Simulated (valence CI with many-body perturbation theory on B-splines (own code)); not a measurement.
**Er52+: electric-dipole lines**

Computed by relativistic CI+MBPT: six valence electrons over a frozen Dirac-Fock core [Ne], a basis of 9 s, 9 p, 8 d, 6 f, 3 g, 1 h functions for each j, with the one-electron correlation potential Σ1, the two-electron term Σ2, the three-electron term Σ3, Breit, model QED; selected CI, second order for the rest, scaled by the run's own slope (own B-spline code, finite nucleus).

No measured spectrum was set against this ion. As an estimate, large intervals hold to a few tenths of a per cent, small ones and those within an open d or f shell to about a per cent. Among the levels kept, up to 1000 cm⁻¹ of a level comes from second order outside the variational space, and about a tenth of that is noise between levels of different J, which matters for small intervals.

Lines 51 to 100 of 137 in falling wavelength, among levels below 4222.6 × 10³ cm⁻¹, chosen from the strongest by gf and those to the six lowest levels. Wavelengths and rates use the calculated energies. Electric multipoles are in the length gauge with retardation, E1 and E2 with the static RPA response of the core. Weak lines are less certain than strong ones. Lines between different terms over intervals too small for the method are left out, as are lines whose strength nearly cancels. The highest levels of a list are the least certain.

Levels are named by their leading jj configuration (3d3/2^4 stands for four electrons in 3d with j = 3/2), which in mixed levels can hold well under half, so a name can repeat and another be missing. Letters in brackets count levels of one name in rising energy.

```csv
λ vac (nm),Upper,Lower,A (s⁻¹),S (a.u.)
17.73,(3s^2 3p1/2^2 3d3/2 3d5/2) J=1,(3s^2 3p1/2 3p3/2^2 3d3/2) J=0,9.13e+06,7.54e-05
17.71,(3s^2 3p1/2^2 3p3/2 3d5/2) J=1,(3s^2 3p1/2 3p3/2^3) J=1,2.10e+05,1.72e-06
17.46,(3s^2 3p1/2^2 3d3/2 3d5/2) J=1,(3s^2 3p1/2 3p3/2^2 3d3/2) J=2 [a],2.13e+06,1.68e-05
14.02,(3s^2 3p1/2^2 3d3/2 3d5/2) J=2,(3s 3p1/2^2 3p3/2^3) J=1,1.66e+06,1.13e-05
13.46,(3s^2 3p1/2^2 3d3/2 3d5/2) J=1,(3s 3p1/2^2 3p3/2^3) J=1,4.68e+05,1.69e-06
12.72,(3s^2 3p1/2^2 3d3/2 3d5/2) J=3,(3s 3p1/2^2 3p3/2^3) J=2,2.20e+05,1.56e-06
11.54,(3s^2 3p1/2^2 3d3/2 3d5/2) J=2,(3s 3p1/2^2 3p3/2^3) J=2,6.35e+05,2.41e-06
11.15,(3s^2 3p1/2^2 3d3/2 3d5/2) J=1,(3s 3p1/2^2 3p3/2^3) J=2,2.22e+07,4.55e-05
9.635,(3s^2 3p1/2^2 3d3/2^2) J=2,(3s^2 3p1/2^2 3p3/2 3d5/2) J=1,4.67e+05,1.03e-06
8.958,(3s^2 3p1/2^2 3d3/2^2) J=2,(3s^2 3p1/2^2 3p3/2 3d5/2) J=3,1.65e+08,2.93e-04
8.285,(3s^2 3p1/2^2 3d3/2^2) J=0,(3s^2 3p1/2^2 3p3/2 3d5/2) J=1,2.81e+07,7.88e-06
8.106,(3s 3p1/2^2 3p3/2^3) J=2,(3s^2 3p1/2 3p3/2^3) J=2,9.07e+09,1.19e-02
7.920,(3s^2 3p1/2^2 3d3/2^2) J=2,(3s^2 3p1/2^2 3p3/2 3d5/2) J=2,1.11e+08,1.37e-04
7.665,(3s 3p1/2^2 3p3/2^3) J=2,(3s^2 3p1/2 3p3/2^3) J=1,1.26e+10,1.41e-02
7.210,(3s 3p1/2^2 3p3/2^3) J=1,(3s^2 3p1/2 3p3/2^3) J=2,2.48e+10,1.38e-02
7.047,(3s^2 3p3/2^4) J=0,(3s^2 3p1/2^2 3p3/2 3d5/2) J=1,8.62e+06,1.49e-06
6.858,(3s 3p1/2^2 3p3/2^3) J=1,(3s^2 3p1/2 3p3/2^3) J=1,7.26e+09,3.47e-03
6.421,(3s^2 3p1/2 3p3/2^2 3d3/2) J=2 [a],(3s^2 3p1/2 3p3/2^3) J=2,1.40e+09,9.12e-04
6.359,(3s^2 3p1/2 3p3/2^2 3d3/2) J=1 [a],(3s^2 3p1/2 3p3/2^3) J=2,1.24e+10,4.72e-03
6.233,(3s^2 3p1/2^2 3d3/2 3d5/2) J=3,(3s^2 3p1/2^2 3p3/2 3d5/2) J=3,3.51e+09,2.94e-03
6.224,(3s^2 3p1/2^2 3d3/2 3d5/2) J=2,(3s^2 3p1/2^2 3p3/2 3d5/2) J=1,6.50e+09,3.87e-03
6.204,(3s^2 3p1/2^2 3p3/2 3d3/2) J=1,(3s^2 3p1/2^2 3p3/2^2) J=0,3.51e+09,1.24e-03
6.191,(3s^2 3p1/2 3p3/2^2 3d3/2) J=3 [a],(3s^2 3p1/2 3p3/2^3) J=2,1.28e+09,1.05e-03
6.141,(3s^2 3p1/2 3p3/2^2 3d3/2) J=2 [a],(3s^2 3p1/2 3p3/2^3) J=1,2.41e+08,1.38e-04
6.111,(3s^2 3p1/2^2 3d3/2 3d5/2) J=1,(3s^2 3p1/2^2 3p3/2 3d5/2) J=1,1.63e+09,5.52e-04
6.108,(3s^2 3p1/2 3p3/2^2 3d3/2) J=0,(3s^2 3p1/2 3p3/2^3) J=1,9.06e+09,1.02e-03
6.084,(3s^2 3p1/2 3p3/2^2 3d3/2) J=1 [a],(3s^2 3p1/2 3p3/2^3) J=1,2.92e+08,9.75e-05
5.935,(3s^2 3p1/2^2 3d3/2 3d5/2) J=2,(3s^2 3p1/2^2 3p3/2 3d5/2) J=3,3.09e+09,1.59e-03
5.896,(3s^2 3p1/2^2 3p3/2 3d3/2) J=2,(3s^2 3p1/2^2 3p3/2^2) J=2,6.41e+09,3.24e-03
5.876,(3s^2 3p1/2^2 3d3/2^2) J=2,(3s^2 3p1/2^2 3p3/2 3d3/2) J=3,5.64e+09,2.82e-03
5.855,(3s^2 3p1/2^2 3d3/2^2) J=2,(3s^2 3p1/2^2 3p3/2 3d3/2) J=1,8.20e+09,4.06e-03
5.802,(3s^2 3p1/2^2 3d3/2 3d5/2) J=4,(3s^2 3p1/2^2 3p3/2 3d5/2) J=3,4.00e+09,3.47e-03
5.712,(3s^2 3p1/2^2 3d3/2 3d5/2) J=3,(3s^2 3p1/2^2 3p3/2 3d5/2) J=2,6.24e+09,4.02e-03
5.701,(3s^2 3p1/2^2 3p3/2 3d3/2) J=1,(3s^2 3p1/2^2 3p3/2^2) J=2,1.05e+10,2.87e-03
5.682,(3s^2 3p1/2^2 3p3/2 3d3/2) J=3,(3s^2 3p1/2^2 3p3/2^2) J=2,6.74e+08,4.27e-04
5.663,(3s^2 3p1/2^2 3d3/2^2) J=2,(3s^2 3p1/2^2 3p3/2 3d3/2) J=2,6.80e+09,3.05e-03
5.647,(3s^2 3p1/2 3p3/2^2 3d3/2) J=2 [b],(3s^2 3p1/2 3p3/2^3) J=2,1.59e+09,7.08e-04
5.593,(3s^2 3p1/2^2 3d3/2 3d5/2) J=3,(3s^2 3p1/2^2 3p3/2 3d5/2) J=4,3.60e+09,2.17e-03
5.460,(3s^2 3p1/2^2 3d3/2 3d5/2) J=2,(3s^2 3p1/2^2 3p3/2 3d5/2) J=2,6.95e+08,2.79e-04
5.429,(3s^2 3p1/2 3p3/2^2 3d3/2) J=2 [b],(3s^2 3p1/2 3p3/2^3) J=1,8.94e+06,3.53e-06
5.373,(3s^2 3p1/2^2 3d3/2 3d5/2) J=1,(3s^2 3p1/2^2 3p3/2 3d5/2) J=2,8.93e+09,2.05e-03
5.332,(3s^2 3p1/2 3p3/2^2 3d3/2) J=3 [b],(3s^2 3p1/2 3p3/2^3) J=2,6.20e+07,3.24e-05
5.328,(3s^2 3p1/2^2 3d3/2^2) J=0,(3s^2 3p1/2^2 3p3/2 3d3/2) J=1,2.95e+10,2.20e-03
5.243,(3s^2 3p1/2^2 3d3/2 3d5/2) J=4,(3s^2 3p1/2^2 3p3/2 3d5/2) J=4,1.73e+10,1.11e-02
5.205,(3s^2 3p1/2 3p3/2^2 3d3/2) J=2 [c],(3s^2 3p1/2 3p3/2^3) J=2,1.82e+09,6.32e-04
5.020,(3s^2 3p1/2 3p3/2^2 3d3/2) J=2 [c],(3s^2 3p1/2 3p3/2^3) J=1,9.33e+08,2.91e-04
5.016,(3s^2 3p1/2 3p3/2^2 3d5/2) J=3,(3s^2 3p1/2 3p3/2^3) J=2,6.62e+08,2.89e-04
4.939,(3s^2 3p1/2 3p3/2^2 3d3/2) J=1 [b],(3s^2 3p1/2 3p3/2^3) J=1,2.67e+08,4.75e-05
4.872,(3s^2 3p1/2 3p3/2^2 3d3/2) J=1 [c],(3s^2 3p1/2 3p3/2^3) J=2,7.75e+08,1.33e-04
4.787,(3s^2 3p3/2^4) J=0,(3s^2 3p1/2^2 3p3/2 3d3/2) J=1,1.59e+08,8.58e-06
```
